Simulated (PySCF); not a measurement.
AlOCl, SMILES [O]=[Al][Cl]. Geometry optimised at B3LYP-D3(BJ)/def2-TZVP.

TDA-PBE/def2-TZVPD (PySCF 2.14.0) puts the lowest singlet excitations at 3.26, 3.26, 4.72, 5.04, 5.13, 5.13 eV.

Question: What are the lowest excitation roots from ADC(2)/aug-cc-pVDZ run with PySCF? (The exact figures need the calculation; the answer reports its results.)

Answer: 2.91, 2.91, 4.30, 4.79, 4.80, 5.43 eV. S1 differs by -0.35 eV (second minus first; roots are paired by order, and the bases may differ).
